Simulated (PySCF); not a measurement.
How do the members of this family differ from one of them?

PySCF, wB97X-D/def2-SVPD, density fitting, gas phase; each molecule at its own PBE0-D3(BJ)/def2-SVP geometry, one conformer. Singlet excitations by full TDDFT with frozen cores and triplets by Tamm–Dancoff TDDFT. 

Reference: `[F][Ge]([F])([Cl])[Cl]`, with HOMO energy -12.15 eV, LUMO energy -0.57 eV, lowest singlet excitation 6.68 eV, lowest triplet excitation 6.15 eV, mean polarisability 53.3 au and dipole moment 1.28 D.

Changes against it:

```json
{"molecule": "[Cl][Ge]([Cl])([Br])[Br]", "Δ HOMO energy (eV)": "+1.25", "Δ LUMO energy (eV)": "-0.64", "Δ lowest singlet excitation (eV)": "-1.50", "Δ lowest triplet excitation (eV)": "-1.40", "Δ mean polarisability (au)": "+45.3", "Δ dipole moment (D)": "-0.76"}
{"molecule": "[SiH3][Ge]([SiH3])([Cl])[Cl]", "Δ HOMO energy (eV)": "+2.50", "Δ LUMO energy (eV)": "+0.97", "Δ lowest singlet excitation (eV)": "-1.05", "Δ lowest triplet excitation (eV)": "-1.01", "Δ mean polarisability (au)": "+67.0", "Δ dipole moment (D)": "+1.66"}
{"molecule": "N#[C][Ge]([Cl])([Cl])[C]#N", "Δ HOMO energy (eV)": "-0.15", "Δ LUMO energy (eV)": "-0.26", "Δ lowest singlet excitation (eV)": "+0.09", "Δ lowest triplet excitation (eV)": "-0.44", "Δ mean polarisability (au)": "+28.6", "Δ dipole moment (D)": "+1.07"}
{"molecule": "[Cl][Ge]([Cl])([I])[I]", "Δ HOMO energy (eV)": "+2.30", "Δ LUMO energy (eV)": "-1.02", "Δ lowest singlet excitation (eV)": "-2.71", "Δ lowest triplet excitation (eV)": "-2.62", "Δ mean polarisability (au)": "+75.9", "Δ dipole moment (D)": "-0.04"}
```

Rows whose labels were lost:

| row | Δ HOMO energy (eV) | Δ LUMO energy (eV) | Δ lowest singlet excitation (eV) | Δ lowest triplet excitation (eV) | Δ mean polarisability (au) | Δ dipole moment (D) |
| --- | --- | --- | --- | --- | --- | --- |
| P | +2.92 | +1.64 | -0.66 | -0.60 | +43.5 | +1.37 |
| Q | +1.44 | +0.88 | -0.82 | -1.24 | +43.9 | +1.52 |
| R | +2.89 | +0.49 | -2.00 | -1.78 | +69.9 | -0.93 |

Which row belongs to which of `C#[C][Ge]([Cl])([Cl])[C]#C`, `C[NH][Ge]([Cl])([Cl])[NH]C` and `C[S][Ge]([Cl])([Cl])[S]C`?

P = `C[NH][Ge]([Cl])([Cl])[NH]C`, Q = `C#[C][Ge]([Cl])([Cl])[C]#C` and R = `C[S][Ge]([Cl])([Cl])[S]C`. P and Q are told apart most clearly by the HOMO energy (+2.92 against +1.44 eV); P and R are told apart most clearly by the mean polarisability (+43.5 against +69.9 au); Q and R are told apart most clearly by the mean polarisability (+43.9 against +69.9 au).

Which row has the smallest HOMO–LUMO gap and which the largest, and does the HOMO or the LUMO shift more there?

Smallest, counted from the reference: `[Cl][Ge]([Cl])([I])[I]`, -3.32 eV (HOMO +2.30, LUMO -1.02), the larger shift being that of the HOMO. Largest: `N#[C][Ge]([Cl])([Cl])[C]#N`, -0.11 eV (HOMO -0.15, LUMO -0.26), the larger shift being that of the LUMO. The gap of the reference itself lies above all of them.
